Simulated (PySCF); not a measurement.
Calculation: PBE-D3(BJ)/def2-TZVP // PBE0-D4/def2-SVP in PySCF. Isolated molecules, 0 K electronic values unless said otherwise. 

Reference species (SMILES): `[F][Sn]([F])([F])[F]` (neutral, multiplicity 1).

```json
{
  "LUMO": "-4.91 eV",
  "HOMO": "-10.22 eV"
}
```

Changed species: `C[CH2][Sn]([F])([F])[F]` (1 of 4 F replaced by C2H5; the reference has 0 of 4 F replaced by C2H5).

Q: What does the change do to the LUMO and HOMO?

A: the LUMO increases by 1.96 eV, to -2.95 eV; the HOMO increases by 2.09 eV, to -8.13 eV.
